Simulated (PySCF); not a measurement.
Level of theory: PySCF with B3LYP-D3(BJ)/def2-TZVP. Gas-phase values, no solvent. One relaxed conformer stands for a flexible species; it need not be the lowest. B3LYP has the VWN-RPA correlation part, as in Gaussian. Excitations are Tamm–Dancoff values on a coarser integration grid. The basis has no diffuse functions, so Rydberg states are missing or too high.

Reference species (SMILES): `[OH][Ge]([OH])([OH])[OH]` (neutral, multiplicity 1).

The S1 oscillator strength is 0.019 and the LUMO is -0.75 eV. The S1 excitation (TDA) is 7.00 eV. The HOMO–LUMO gap comes out as 8.16 eV.

After one change: the S1 oscillator strength hardly moves; the LUMO drops by 0.76 eV; the S1 excitation (TDA) decreases by 2.30 eV; the HOMO–LUMO gap falls by 2.41 eV.

**Question.** Which change was made? The new species is one of these.
A) `[SH][Ge]([SH])([SH])[SH]`
B) `[OH][Ge]([OH])([SH])[SH]`
C) `[OH][Ge]([OH])([OH])[SH]`
D) `[OH][Ge]([SH])([SH])[SH]`

**Answer.** D, `[OH][Ge]([SH])([SH])[SH]`
